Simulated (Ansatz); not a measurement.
An input meant for Be₁₀O₁₀ (started as a model of: (BeO)10 cage of four- and six-membered rings) (charge 0, singlet).

```yaml
crystal:
  periodic: [false, false, false]
  atoms:
    - {symbol: Be, position_ang: [0.732021, 0.837277, -2.746879]}
    - {symbol: O, position_ang: [0.929884, -0.867913, -2.836632]}
    - {symbol: Be, position_ang: [-0.762763, -0.591958, -2.687910]}
    - {symbol: O, position_ang: [-0.827433, 1.057080, -2.715437]}
    - {symbol: Be, position_ang: [-0.682393, 1.378733, -1.467722]}
    - {symbol: O, position_ang: [0.901416, 1.577549, -1.286214]}
    - {symbol: Be, position_ang: [1.363348, 0.803929, 0.045444]}
    - {symbol: O, position_ang: [1.351333, -0.987009, -0.359820]}
    - {symbol: Be, position_ang: [0.874842, -1.378467, -1.215650]}
    - {symbol: O, position_ang: [-1.139618, -1.415715, -1.422973]}
    - {symbol: Be, position_ang: [-1.427145, -0.586718, -0.127723]}
    - {symbol: O, position_ang: [-1.322018, 0.822038, 0.053583]}
    - {symbol: Be, position_ang: [-0.692187, 1.330298, 1.433826]}
    - {symbol: O, position_ang: [0.888154, 1.549551, 1.382530]}
    - {symbol: Be, position_ang: [0.808633, 0.699303, 2.660401]}
    - {symbol: O, position_ang: [-1.016363, 0.850214, 2.821815]}
    - {symbol: Be, position_ang: [0.526026, -1.495296, 1.193253]}
    - {symbol: O, position_ang: [-0.961626, -1.491099, 1.534342]}
    - {symbol: Be, position_ang: [-0.719427, -0.793016, 2.555424]}
    - {symbol: O, position_ang: [0.915865, -0.900043, 2.744227]}
basis:
  gaussian: {orbitals: x2c-TZVPPall, nuclear_model: gaussian}
hamiltonian: {xc: {name: PBE0}}
scf: {omitted_lower_state_checks: [starts]}
relax: {f_tol: 0.001, max_steps: 2}
output: {forces: true}
```

```sh
$ ansatz run in.yaml --threads 4 --pin off --events-out ev --progress --plain --max-ram 6963MiB
```

Shortened log:

```
Functional definition: PBE0
2920 factors; their error is unknown
mean field evaluation 1: about -24463.4968 eV, gradient 1.6e2 eV
mean field evaluation 2: about -24375.7133 eV, gradient 2.7e2 eV
mean field evaluation 4: about -24505.1238 eV, gradient 2.2e1 eV
mean field evaluation 8: about -24505.8627 eV, gradient 7.8e-2 eV
mean field evaluation 16: about -24505.8792 eV, gradient 4.0e-4 eV
mean field -24505.87918992 eV, -900.5744495482 hartree, gradient 7.0e-5 eV, S^2 0.000000; 0 other end points of the search recorded, 0 dependent functions left out
reference -24505.87926506 eV, -900.5744523092 hartree; 60, 60 occupied and 440, 440 virtual orbitals, 2920 factors
relax step   1: F+E_penalty+E_count = -24505.87918992 eV  Δ(F+E_penalty+E_count) = +0.000e0 eV  max|allowed force component| = 3.383e1 eV/Å  Δτ_max = 0.0000 Å  (32 SCF iters, accepted)
2920 factors; their error is unknown
mean field -24514.41346025 eV, -900.8880781981 hartree, gradient 2.1e-5 eV, S^2 0.000000; 0 other end points of the search recorded, 0 dependent functions left out
reference -24514.41353522 eV, -900.8880809529 hartree; 60, 60 occupied and 440, 440 virtual orbitals, 2920 factors
relax step   2: F+E_penalty+E_count = -24514.41346025 eV  Δ(F+E_penalty+E_count) = -8.534e0 eV  max|allowed force component| = 7.308e0 eV/Å  Δτ_max = 0.1964 Å  (38 SCF iters, accepted)
Error: geometry relaxation did not converge after 2 steps: max|allowed force component| = 7.31e0 eV/Å (threshold 1.0e-3). Raise `relax.max_steps` over both its present limit and 2, loosen `relax.f_tol`, or start from a geometry closer to equilibrium. Where this run's directory can be resumed (`checkpoint.write`), a resume goes on for up to `relax.max_steps` more
```

In this input the relaxation is allowed too few steps for its threshold. The SCF steps converged, but the relaxation ran out of steps.
